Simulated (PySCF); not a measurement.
PBE0 on C⁻ (carbon, charge -1), [He] 2s2 2p3, high-spin 4S determinant. Computed with PySCF 2.14 in x2c-TZVPPall with one added diffuse shell each of s, p, d type (6s4p3d1f, 40 functions), with scalar relativity by spin-free X2C-1e.

```
cycle= 1 E= -37.8724430542012  delta_E= -0.00332  |g|= 0.0108  |ddm|= 0.132
cycle= 2 E= -37.872459751531  delta_E= -1.67e-05  |g|= 0.0105  |ddm|= 0.0229
cycle= 3 E= -37.8725515959354  delta_E= -9.18e-05  |g|= 0.00217  |ddm|= 0.0152
cycle= 4 E= -37.8725558915204  delta_E= -4.3e-06  |g|= 0.000133  |ddm|= 0.003
cycle= 5 E= -37.8725559256326  delta_E= -3.41e-08  |g|= 1.62e-05  |ddm|= 0.000398
cycle= 6 E= -37.8725559258751  delta_E= -2.43e-10  |g|= 9.49e-07  |ddm|= 3.55e-05
converged SCF energy = -37.8725559258751  <S^2> = 3.7527732  2S+1 = 4.0013864
```

Highest occupied orbital energy: 0.928 eV; ⟨L²⟩ = 0.00; populations by l: s 4.00, p 3.00, d 0.00, f 0.00.

(1) Can this result be used?

Results:

(1) With care. The calculation finished and met its thresholds. At PBE0 the highest occupied level has a positive energy, so only the finite basis holds that electron; in a semilocal or global hybrid functional this comes from self-interaction and does not mean that the real anion is unbound.
